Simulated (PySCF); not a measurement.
**Electron correlation in Zn²⁺ (zinc, charge +2)**

[Ar] 3d10, closed-shell 1S. Calculation: PySCF 2.14, in Sapporo-DKH3-DZP-2012 (6s4p3d1f, 40 functions); the spin-free X2C one-electron Hamiltonian (Gaussian nucleus). Frozen: [Ar]; 10 electrons correlated.

Total MP2 correlation energy: -381.86 mhartree.

Same-spin part -143.36 and opposite-spin part -238.50 mhartree; SCS-MP2 scales them by 1/3 and 6/5 to -333.99 mhartree.

| level | correlation energy (mhartree) |
| --- | --- |
| CCSD | -343.65 |
| (T) | -5.69 |
| CCSD(T) | -349.34 |

Diagnostics: T1 = 0.0057, D1 = 0.0081, largest double amplitude 0.027.

Cost of the coupled-cluster step: 0.17 s of wall time on 1 thread of Neoverse-V2 (shared host), for 10 correlated electrons.
